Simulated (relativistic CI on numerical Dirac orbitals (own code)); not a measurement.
Slater's F² for Se from its measured terms

Problem. The ground configuration 4s2.4p4 of Se has the measured levels 3P: 2534.4 (J = 0), 1989.5 (J = 1), 0.0 (J = 2); 1D: 9576.1 (J = 2); 1S: 22446.2 (J = 0) cm⁻¹ (NIST Handbook of Basic Atomic Spectroscopic Data (Sansonetti and Martin, J. Phys. Chem. Ref. Data 34, 1559 (2005))). Test the one-configuration theory of p4 and extract F²(4p,4p).

Working.
1. Centres of gravity, weighted by 2J + 1: 3P 944.8, 1D 9576.1, 1S 22446.2 cm⁻¹. To first order spin-orbit coupling drops out of them.
2. Slater-Condon theory gives 1D − 3P = 6F²/25 and 1S − 1D = 9F²/25, so the ratio of the upper interval to the lower is 9/6 = 1.500, whatever F².
3. Measured intervals: 8631.4 and 12870.1 cm⁻¹, ratio 1.491.
4. F² from the lower interval is 35964 and from the upper 35750 cm⁻¹.

Check. The radial integral calculated for this configuration (Dirac-KLI orbitals, unscaled) is F² = 43948 cm⁻¹; the two empirical values are 82 % and 81 % of it. The ratio is close to the theoretical one, partly by a balance of effects: correlation narrows both intervals, and second-order spin-orbit coupling (ζ = 1862 cm⁻¹) shifts the centres as well.
